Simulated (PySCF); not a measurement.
## Radial density of Se⁺ (selenium, charge +1)

UHF, [Ar] 3d10 4s2 4p2 5s1, 5s spin antiparallel (an excited configuration). Computed with PySCF 2.14 in aug-cc-pVTZ-PP with ECP10MDF, with a scalar-relativistic core potential. This is the valence pseudo-density: the core potential removes the inner electrons and smooths the orbitals near the nucleus.

| r (bohr) | 4πr²ρ (e/bohr) | 4πr²(ρα − ρβ) |
| --- | --- | --- |
| 0.000597 | 2.901e-05 | 0.0000 |
| 0.00100 | 8.187e-05 | 0.0000 |
| 0.00169 | 0.0002299 | 0.0000 |
| 0.00284 | 0.0006376 | 0.0000 |
| 0.00478 | 0.001709 | 0.0000 |
| 0.00803 | 0.004233 | 0.0000 |
| 0.0135 | 0.009219 | -0.0001 |
| 0.0227 | 0.01788 | -0.0002 |
| 0.0382 | 0.03186 | -0.0003 |
| 0.0643 | 0.1050 | -0.0004 |
| 0.108 | 0.7783 | -0.0009 |
| 0.182 | 4.969 | 0.0039 |
| 0.306 | 19.96 | 0.0999 |
| 0.515 | 32.20 | 0.1360 |
| 0.866 | 11.90 | 0.0662 |
| 1.46 | 3.510 | 1.0644 |
| 2.45 | 1.279 | 0.7297 |
| 4.12 | 0.3324 | -0.2336 |
| 6.93 | 0.09014 | -0.0897 |
| 11.7 | 0.0003072 | -0.0003 |

Energies and moments cover only the electrons outside the core potential. The outer electron is Rydberg-like, and this basis confines it to a smaller radius and binds it less than a complete one would. With the s spin flipped the determinant is a mixture of two multiplicities, not a spectroscopic state.
